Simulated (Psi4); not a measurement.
Psi4 input (wB97X-D/6-31G*):

```
memory 1500 MB

molecule {
0 2
Mg   -0.00000000   -0.00000000   -0.13407900
H     0.00000000    0.00000000    1.60895200
symmetry c1
no_reorient
no_com
}

set {
  basis 6-31G*
  reference uks
  scf_type pk
  dft_radial_points 99
  dft_spherical_points 590
  e_convergence 1e-8
  d_convergence 1e-7
  maxiter 150
}

e = energy('wb97x-d')
print_out(f'\nFINAL {e:.10f} DIPOLE {variable("CURRENT DIPOLE")[0]:.6f} {variable("CURRENT DIPOLE")[1]:.6f} {variable("CURRENT DIPOLE")[2]:.6f}\n')
```

From the output:

```
  HONO-1 :    6  A 1.9979357
  HONO-0 :    7  A 1.0000000
  LUNO+0 :    8  A 0.0020643
  LUNO+1 :    9  A 0.0000055
  LUNO+2 :   10  A 0.0000055
  LUNO+3 :   11  A 0.0000021

Computation Completed

Properties will be evaluated at   0.000000,   0.000000,   0.000000 [a0]

Properties computed using the SCF density matrix

 Multipole Moments:

 ------------------------------------------------------------------------------------
     Multipole            Electronic (a.u.)      Nuclear  (a.u.)        Total (a.u.)
 ------------------------------------------------------------------------------------

 L = 1.  Multiply by 2.5417464519 to convert [e a0] to [Debye]
 Dipole X            :          0.0000000            0.0000000            0.0000000
 Dipole Y            :          0.0000000            0.0000000            0.0000000
 Dipole Z            :         -0.4941188            0.0000076           -0.4941112
 Magnitude           :                                                    0.4941112

 ------------------------------------------------------------------------------------

FINAL -200.5989338135 DIPOLE 0.000000 0.000000 -0.494111

*** Psi4 exiting successfully. Buy a developer a beer!
```

The geometry given is a B3LYP-D3(BJ)/def2-TZVP minimum.
